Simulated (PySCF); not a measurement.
Input for PySCF: R-MP2/6-31G* on ClGeH3Si (SMILES [SiH3][Ge][Cl]), a point of a torsion scan.

```python
from pyscf import gto, scf, dft, mp
from pyscf.data.elements import chemcore

mol = gto.M(
    atom='''
    Si   -0.67816645   -0.02682509    0.02621139
    Ge    1.49222167   -1.17560230   -0.10896789
    Cl    1.34548587   -2.29211381    1.74097466
    H    -1.07913990    0.45815507    1.35401288
    H    -1.78996238   -0.87745258   -0.43211690
    H    -0.72471713    1.15578606   -0.85027151
    ''',
    basis='6-31g*',
    cart=True,
    charge=0, spin=0, verbose=3, max_memory=1800)
mf = scf.RHF(mol)
mf.conv_tol = 1e-8
mf.max_cycle = 100
mf.kernel()
if not mf.converged:
    mf = mf.newton().run(mf.mo_coeff, mf.mo_occ)
pt = mp.MP2(mf, frozen=chemcore(mol)).run()
```

Program output:

```
converged SCF energy = -2825.23788997555
E(RMP2) = -2825.68662330888  E_corr = -0.44873333333039
E(SCS-RMP2) = -2825.66804896447  E_corr = -0.430158988919217
```

The run converged.

Cost: roughly 3 core-seconds.
